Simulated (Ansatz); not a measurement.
```yaml
atoms:
  - { symbol: C, position_ang: [0.0087, -0.4096, -0.3534] }
  - { symbol: C, position_ang: [0.0046, -0.4391, 1.1643] }
  - { symbol: O, position_ang: [0.0082, 0.9278, -0.7842] }
  - { symbol: H, position_ang: [-0.8896, -0.9664, -0.7212] }
  - { symbol: H, position_ang: [0.8860, -0.9607, -0.7394] }
  - { symbol: H, position_ang: [0.0068, -1.4733, 1.5407] }
  - { symbol: H, position_ang: [0.8992, 0.0796, 1.5476] }
  - { symbol: H, position_ang: [-0.8892, 0.0727, 1.5450] }
  - { symbol: H, position_ang: [-0.0053, 0.9302, -1.7499] }
```

Basis set: STO-3G (spherical functions). Frozen core: 3 orbitals. Charge 0, multiplicity 1.

Computed with Ansatz (development build ahead of 0.2.0); each method stands on the lowest determinant of its kind that the runs found. Restricted open shells among the atoms or ions are ROHF, correlated in semicanonical orbitals with singles.

The atomization energy at this shape (free ground-state atoms in the same class of orbitals less the molecule, no zero-point energy) of singlet C2H6O:

```csv
method,atomization energy
RHF,708.35 kcal/mol
```

Problem. What does RHF-MP2 give?

Solution. 782.90 kcal/mol.

This basis has no polarisation functions and is too small for such energies, which can lie far from measured ones in either direction.
